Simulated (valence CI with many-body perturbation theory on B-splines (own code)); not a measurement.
Values are calculated unless marked as measured or tabulated.
Ladder of approximations for In XLIII

Level of theory: valence CI with perturbative core correlation (CI+MBPT): five valence electrons over a frozen Dirac-Fock core [He], a basis of 9 s, 9 p, 8 d, 6 f, 3 g, 1 h functions for each j, with the one-electron correlation potential Σ1, the two-electron term Σ2, the three-electron term Σ3, Breit, model QED; selected CI, second order for the rest (own B-spline code, finite nucleus).

No measured spectrum was set against this ion. As an estimate, large intervals hold to a few tenths of a per cent, small ones and those within an open d or f shell to about a per cent. Among the levels kept, up to 1400 cm⁻¹ of a level comes from second order outside the variational space, and about a tenth of that is noise between levels of different J, which matters for small intervals.

Each rung adds one term. CI alone is the Dirac-Coulomb CI over the frozen core; QED comes last and gives the full result, which names the levels. Energies are above (2s^2 2p1/2^2 2p3/2) J=3/2 on the same rung, in Ry.

Levels are named by their leading jj configuration (3d3/2^4 stands for four electrons in 3d with j = 3/2), which in mixed levels can hold well under half, so a name can repeat and another be missing. Letters in brackets count levels of one name in rising energy.

```tsv
Level	CI alone	Σ1	Σ2	Σ3	Breit	QED	Full
(2s^2 2p1/2 2p3/2^2) J=3/2	15.27	+0.006	-0.003	+0.001	-0.256	+0.033	15.05
(2s^2 2p1/2 2p3/2^2) J=5/2	16.83	+0.006	0.000	-0.002	-0.458	+0.033	16.41
(2s^2 2p1/2 2p3/2^2) J=1/2	18.55	+0.006	+0.007	-0.004	-0.214	+0.031	18.38
(2s 2p1/2^2 2p3/2^2) J=5/2	29.47	-0.012	-0.014	-0.004	-0.092	-0.275	29.07
(2s 2p1/2^2 2p3/2^2) J=1/2	33.67	-0.011	-0.013	-0.009	+0.092	-0.275	33.45
(2s^2 2p3/2^3) J=3/2	33.98	+0.011	+0.004	-0.003	-0.552	+0.061	33.50
(2s 2p1/2^2 2p3/2^2) J=3/2	33.92	-0.011	-0.024	-0.011	-0.034	-0.276	33.56
(2s 2p1/2 2p3/2^3) J=3/2 [a]	46.07	-0.006	-0.013	-0.006	-0.242	-0.244	45.56
(2s 2p1/2 2p3/2^3) J=5/2	48.41	-0.006	-0.014	-0.009	-0.434	-0.244	47.70
(2s 2p1/2 2p3/2^3) J=1/2	50.49	-0.006	-0.024	-0.013	-0.240	-0.245	49.96
(2s 2p1/2 2p3/2^3) J=3/2 [b]	51.47	-0.006	-0.026	-0.015	-0.356	-0.246	50.82
(2s 2p3/2^4) J=1/2	67.07	-0.001	-0.016	-0.013	-0.497	-0.214	66.33
(2p1/2^2 2p3/2^3) J=3/2	66.98	-0.023	-0.047	-0.020	+0.004	-0.547	66.35
(2p1/2 2p3/2^4) J=1/2	83.63	-0.017	-0.042	-0.020	-0.274	-0.519	82.76
(2s^2 2p1/2^2 3s) J=1/2	273.09	+0.020	+0.007	-0.010	-0.204	+0.065	272.97
(2s^2 2p1/2^2 3p1/2) J=1/2	277.33	+0.016	+0.005	-0.010	-0.110	-0.022	277.21
(2s^2 2p1/2^2 3p3/2) J=3/2	282.72	+0.018	+0.002	-0.010	-0.210	-0.013	282.51
(2s^2 2p1/2^2 3d3/2) J=3/2	286.97	+0.021	+0.005	-0.009	-0.226	-0.020	286.74
(2s^2 2p1/2 2p3/2 3s) J=3/2 [a]	288.74	+0.026	+0.003	-0.009	-0.510	+0.098	288.35
```

The middle columns are the shifts that each term adds.

**Question.** How does the ionisation energy move along the ladder, and which term matters most?

**Answer.** CI alone 6768.9, + Σ1 6769.2, + Σ2 6769.3, + Σ3 6769.2, + Breit 6765.2, + QED 6764.9 eV. The largest step is Breit, -4.0 eV. NIST lists 6770 ± 50 eV (semi-empirical).
